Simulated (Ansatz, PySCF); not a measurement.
Process, species as SMILES: ClI -> ClI as doublet, charge +1 + e-
Geometries: B3LYP-D3(BJ)/def2-TZVP minima from Ansatz (an electronic-structure program). A spin state is the lowest found, not a proven ground state.

Quantity: adiabatic ionisation energy (0 K, with B3LYP-D3(BJ) harmonic zero-point energies from PySCF), in eV. Cores are frozen in the correlated levels unless marked. UHF or UKS for open shells. No spin-orbit coupling. Frozen are the shells of the preceding noble gas and the d and f shells that filled before the atom's block. In def2 rows, elements after Kr have scalar-relativistic effective core potentials. STO-3G rows are all-electron and non-relativistic. CBS marks a two-point X^-3 extrapolation of the correlation energy; Hartree-Fock from the larger set.

```tsv
level	program	adiabatic ionisation energy (eV)
BLYP/def2-TZVPD	Ansatz	9.87
r2SCAN-D3(BJ)/def2-TZVPD	Ansatz + dftd3	10.08
BHLYP-D3(BJ)/def2-TZVPD	Ansatz + dftd3	10.20
BHLYP-D4/def2-TZVPD	Ansatz + dftd4	10.21
r2SCAN0-D4/def2-TZVPD	Ansatz + dftd4	10.20
HSE06-D3(BJ)/def2-TZVPD	Ansatz + dftd3	10.13
HSE06-D4/def2-TZVPD	Ansatz + dftd4	10.14
CAM-B3LYP-D3(BJ)/def2-TZVPD	Ansatz + dftd3	10.27
LC-wPBE-D4/def2-TZVPD	Ansatz + dftd4	10.32
wB97M-V/def2-TZVPD	Ansatz	10.20
CCSD/STO-3G	Ansatz	8.15
CCSD/def2-SVP	Ansatz	10.00
CCSD/def2-TZVPPD	Ansatz	10.13
CCSD/def2-QZVPP	Ansatz	10.24
CCSD(T)/CBS(def2-TZVPPD,def2-QZVPPD)	Ansatz	10.35
```
